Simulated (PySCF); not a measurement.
Excitations are Tamm–Dancoff values on a coarser integration grid. The basis has no diffuse functions, so Rydberg states are missing or too high.

Species: C$_{4}$H$_{3}$N, SMILES `N#CC1=CC1` (charge 0, multiplicity 1).

Q: Give the brightest of the four lowest singlets (TDA), S1 excitation (TDA) and HOMO–LUMO gap at the level M06-2X/def2-TZVP // B3LYP-D3(BJ)/def2-TZVP in PySCF.

A: 
| Quantity | Result |
|---|---|
| brightest of the four lowest singlets (TDA) | 5.97 eV |
| S1 excitation (TDA) | 5.39 eV |
| HOMO–LUMO gap | 8.31 eV |
